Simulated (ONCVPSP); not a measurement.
Which change was made? (Br, ONCV)

Br (Z = 35), optimised norm-conserving Vanderbilt (ONCV), made with ONCVPSP 4.0.1 (PBEsol, scalar-relativistic). Core [Ne] 3s2, reference 3p6 3d10 4s2 4p5. Waves: 4s: rc 1.35 bohr, ncon 3, nbas 8, qcut 5.4 1/bohr, 2 projectors, debl 3.7 Ha; 3p+4p: rc 0.80 bohr, ncon 4, nbas 8, qcut 14 1/bohr, 2 projectors; 3d: rc 0.60 bohr, ncon 4, nbas 8, qcut 20.8 1/bohr, 2 projectors, debl 3.8 Ha. Local part: polynomial inside 0.60 bohr (lpopt 5, dvloc0 0 Ha). Core correction: Teter function, fcfact 5, rcfact 1.

Cutoffs, loose and tight: the cutoffs (Ha) at which the residual kinetic energy of the hardest occupied pseudo-wave falls to 1 and 0.1 mHa per electron. They do not see the model core or the augmentation charge, which bear on the density cutoff. Test errors are all-electron minus pseudo excitation energies from the reference, over the configurations 3p6 3d10 4s2 4p4; 3p6 3d10 4s2 4p3; 3p6 3d10 4s2 4p2; 3p6 3d9 4s2 4p6; variants that change the core or the reference have their own tests.

The base gives: outcome: generated; cutoff, loose: 219 Ha; cutoff, tight: 618 Ha; bound ghosts: s; GHOST(+) flags above zero: none; largest test error (meV): -88.

Problem. After one change the result is: outcome: generated; cutoff, loose: 188 Ha; cutoff, tight: 208 Ha; bound ghosts: s; GHOST(+) flags above zero: none; largest test error (meV): -53. Which change was it?
A. all radii but the core radius scaled by about 1.18 (s 1.60, p 0.94, d 0.70 bohr); local potential polynomial inside 0.70 bohr (lpopt 5, dvloc0 0 Ha)
B. all radii but the core radius scaled by about 1.33 (s 1.80, p 1.06, d 0.80 bohr); local potential polynomial inside 0.80 bohr (lpopt 5, dvloc0 0 Ha)
C. all radii but the core radius scaled by about 0.80 (s 1.08, p 0.64, d 0.48 bohr); local potential polynomial inside 0.48 bohr (lpopt 5, dvloc0 0 Ha)

Solution. A. The others give: all radii but the core radius scaled by about 1.33 (s 1.80, p 1.06, d 0.80 bohr); local potential polynomial inside 0.80 bohr (lpopt 5, dvloc0 0 Ha) → outcome: generated; cutoff, loose: 170 Ha; cutoff, tight: 188 Ha; bound ghosts: s; GHOST(+) flags above zero: none; largest test error (meV): -8.7 | all radii but the core radius scaled by about 0.80 (s 1.08, p 0.64, d 0.48 bohr); local potential polynomial inside 0.48 bohr (lpopt 5, dvloc0 0 Ha) → outcome: generated; cutoff, loose: 945 Ha; cutoff, tight: 1096 Ha; bound ghosts: s; GHOST(+) flags above zero: s; largest test error (meV): -117.
